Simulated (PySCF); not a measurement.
C₅H₁₁FN (charge +1).
Atom-mapped SMILES: `[CH3:1][C@@H:2]1[NH2+:3][CH2:4][C@@H:5]1[CH2:6][F:7]`

Structure used (GFN2-xTB), in Å, numbered top down from 1:
```xyz
18
C5H11FN angstrom
C      1.1613   -1.4558    0.3582
C      0.7334   -0.3023   -0.5124
N      0.9576    1.0671    0.0860
C     -0.3300    1.5268   -0.5087
C     -0.7643    0.0604   -0.6780
C     -1.6646   -0.4062    0.4591
F     -1.1493    0.0590    1.6485
H      0.8539   -2.3897   -0.1058
H      2.2442   -1.4761    0.4561
H      0.7228   -1.4067    1.3510
H      1.2297   -0.3466   -1.4843
H      1.8127    1.5742   -0.1568
H      0.8822    1.0111    1.1098
H     -0.9306    2.1437    0.1578
H     -0.1681    2.0442   -1.4521
H     -1.2149   -0.2108   -1.6293
H     -2.6707    0.0094    0.3624
H     -1.7140   -1.4954    0.5268
```

NICS = −σ at a ghost point: NICS(0) at the centroid of the ring atoms, NICS(1) 1 Å to either side along the normal of their mean plane, zz for the tensor component along that normal. Level: GIAO PBE0/pcSseg-1 (PySCF, non-relativistic, gas phase) on the GFN2-xTB geometry, one conformer.

Ring bond lengths (Å), with Mayer bond orders in brackets: C2–N3 1.511 (0.81), N3–C4 1.491 (0.88), C4–C5 1.539 (0.97), C5–C2 1.550 (0.92).

Problem. Give the NICS values of each ring in ppm.

Solution. 
```tsv
ring	type	NICS(0)	NICS(1), two faces	NICS(1)zz, two faces	rms pucker (Å)	centre to ring atoms, mean (Å)
C2–N3–C4–C5	4-membered ring with N; formal bonds all single	-4.0	-1.3 / -0.6	-2.7 / 1.6	0.12	1.07
```

Problem. What can be read from them?

Solution. 
- C2–N3–C4–C5: mean NICS(1)zz -0.6 ppm, near zero. C2, N3, C4, C5 have four or more neighbours, and the NICS criterion for π rings isn't applied. The two faces differ by 4.3 ppm, so no symmetry operation interchanges them.

Problem. List the ring angles and the Hirshfeld charges of the ring atoms.

Solution. 
- C2–N3–C4–C5: C2 88.5° (+0.063 e), N3 89.6° (+0.034 e), C4 89.6° (+0.022 e), C5 86.5° (-0.020 e); sum 354.2° against 360° for a flat convex ring.
